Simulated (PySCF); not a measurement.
Species: C7H9N2 (doublet state).
Geometry (GFN2-xTB, Å), atoms numbered from 1 in this order:
```xyz
18
C7H9N2 angstrom
C     -2.9199   -0.0261   -0.4081
N     -1.7448   -0.8470   -0.2960
C     -0.4686   -0.3711   -0.2870
C     -0.1771    1.0065   -0.2431
C      1.1125    1.4469   -0.2051
C      2.2213    0.5419   -0.2061
N      3.4254    1.0396   -0.1633
C      1.8973   -0.8561   -0.2545
C      0.6050   -1.2855   -0.2927
H     -2.9461    0.5216   -1.3569
H     -2.9568    0.6969    0.4096
H     -3.8024   -0.6585   -0.3460
H     -1.8541   -1.8354   -0.4553
H     -0.9853    1.7213   -0.2438
H      1.3406    2.5002   -0.1738
H      4.1524    0.3259   -0.1657
H      2.7100   -1.5704   -0.2598
H      0.3817   -2.3445   -0.3287
```

The hyperfine couplings belong to this conformer and change with its torsions.

Identity: `CNc1ccc([NH])cc1` [radical].

The calculation used UKS B3LYP, pcH-1 on C H N, non-relativistic, mean-field spin-orbit, GIAO (PySCF). Geometry: GFN2-xTB, one conformer, isolated molecule. A GFN2-xTB geometry isn't a minimum of the functional, and hyperfine couplings can be far from their values at a DFT geometry. No stability test was run, so a lower SCF solution isn't excluded. ⟨S²⟩ is 0.777 where a pure state has 0.75.

(1) Predict the first-order ENDOR lines of N7, N2, H16, H15, H17, H10/H11/H12, H13, H14 and H18 under fast tumbling at B = 3338.5 mT (W band).

(2) Which pairs are centred on the nuclear Larmor frequency, and which on half the coupling?

(3) At what field would the lower line of H17 fall to zero frequency?

Answers

(1) ν± = |νn ± a/2|, one line for each electron-spin manifold; νn = |g_N| × 7.62259 MHz/T × B.

```tsv
nuclei	isotope	g_N	νn (MHz)	a_iso (MHz)	lower line (MHz)	upper line (MHz)
N7	14N	0.4038	10.27	17.80	1.37	19.18
N2	14N	0.4038	10.27	7.13	6.71	13.84
H16	1H	5.5857	142.14	-33.22	125.54	158.75
H15	1H	5.5857	142.14	-16.69	133.80	150.49
H17	1H	5.5857	142.14	-14.70	134.79	149.50
H10/H11/H12	1H	5.5857	142.14	11.20	136.54	147.75
H13	1H	5.5857	142.14	-9.34	137.47	146.81
H14	1H	5.5857	142.14	4.70	139.80	144.49
H18	1H	5.5857	142.14	3.68	140.31	143.98
```

(2) Centred on νn, since |a| < 2νn: N7, N2, H16, H15, H17, H10/H11/H12, H13, H14 and H18. No pair has |a| > 2νn.

(3) Where νn = |a|/2, that is B = 7.35 MHz/(5.5857 × 7.62259 MHz/T) = 173 mT, as far as first order holds there.

Means are taken over nuclei equivalent by connectivity, which assumes that they swap fast. C4 and C9, with what hangs on them, aren't averaged: C3 is flat or nearly so (angle sum 360°), and its turn about the short C3–N2 bond (1.36 Å) is taken as slow. C5 and C8, with what hangs on them, aren't averaged: C6 is flat or nearly so (angle sum 360°), and its turn about the short C6–N7 bond (1.30 Å) is taken as slow. The three 1H nuclei of mean +11.2 MHz run from 0.4 to 19.7 MHz in the frozen geometry.

The Mulliken spin populations are largest on N7 (+0.52), C5 (+0.25), C3 (+0.24) and C8 (+0.23). Four atoms exceed +0.15. The positive populations add up to 1.39 and the negative ones to -0.39, together 2S = 1.
